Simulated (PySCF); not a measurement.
CH7ClN2Si, SMILES NC[Si@@H](N)Cl.

The structure is a stationary point at PBE0-D3(BJ)/def2-SVP. The structure was generated by enumeration; whether it is a known compound was not checked. Other conformers were not sampled.

Two levels are set side by side: PBE/def2-TZVP (PySCF) and HF/def2-TZVP (PySCF). Same geometry, gas phase. Differences are taken from unrounded values.

```json
[
 {"quantity": "orbital gap (eV)", "HF": "13.29", "PBE": "5.02", "PBE minus HF": "-8.28"},
 {"quantity": "highest occupied level (eV)", "HF": "-10.06", "PBE": "-5.29", "PBE minus HF": "4.77"},
 {"quantity": "lowest empty level (eV)", "HF": "3.23", "PBE": "-0.27", "PBE minus HF": "-3.50"},
 {"quantity": "dipole moment (D)", "HF": "2.10", "PBE": "2.08", "PBE minus HF": "-0.01"},
 {"quantity": "mean polarisability (bohr³)", "HF": "59.9", "PBE": "68.4", "PBE minus HF": "8.5"}
]
```

PBE's occupied levels lie high since its potential decays too fast outside the molecule; exact exchange lowers them and widens the gap. Loosely held outer electrons make PBE densities more polarisable. Differences between two approximate levels are no errors against the true value.

Rough cost on one machine, each run with all the roots and properties that it gave: HF against PBE about 1/3.
